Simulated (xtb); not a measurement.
C3H3NO3S, SMILES N#C/C=C/S(=O)(=O)O. All values are semi-empirical tight-binding results from xtb (GFN2-xTB unless named), good for trends rather than for accurate numbers. Coordinates come from a GFN2-xTB optimisation. One conformer was computed; it need not be the lowest.

Optimised geometry:

Bond lengths (Å): N1–C2 1.145, C2–C3 1.411, C3–C4 1.322, C3–H9 1.084, C4–S5 1.779, C4–H10 1.074, S5–O6 1.429, S5–O7 1.423, S5–O8 1.611, O8–H11 0.959. Angles (°): N1–C2–C3 179.5, C2–C3–C4 124.2, C2–C3–H9 116.9, C4–C3–H9 118.9, C3–C4–S5 117.0, C3–C4–H10 126.5, S5–C4–H10 116.5, C4–S5–O6 110.4, C4–S5–O7 109.0, C4–S5–O8 99.2, O6–S5–O7 120.0, O6–S5–O8 107.0, O7–S5–O8 109.1, S5–O8–H11 110.0.
Charge 0, spin multiplicity 1.

### Question
Estimate the properties. (Estimate from the structure and the level; the computed values follow.)

### Answer

```
Item                                              Value
---------------------------------------  --------------
orbital gap                                     3.37 eV
zero-point energy                         38.9 kcal/mol
G − E(el) at 298.15 K (modified RRHO)     17.5 kcal/mol
static polarisability (D4 model)             75.7 bohr³
solvation energy, GFN2-xTB/ALPB(water)   -18.3 kcal/mol
solvation energy, GFN2-xTB/ALPB(ch2cl2)  -11.5 kcal/mol
```

Computed atomic charges and the Wiberg bond orders between heavy atoms:
charges (e) N1 -0.18, C2 0.13, C3 0.00, C4 -0.13, S5 1.30, O6 -0.59, O7 -0.57, O8 -0.54, H9 0.12, H10 0.10, H11 0.36. Bond orders N1–C2 2.81, C2–C3 1.10, C3–C4 1.87, C4–S5 0.75, S5–O6 1.58, S5–O7 1.61, S5–O8 0.97.
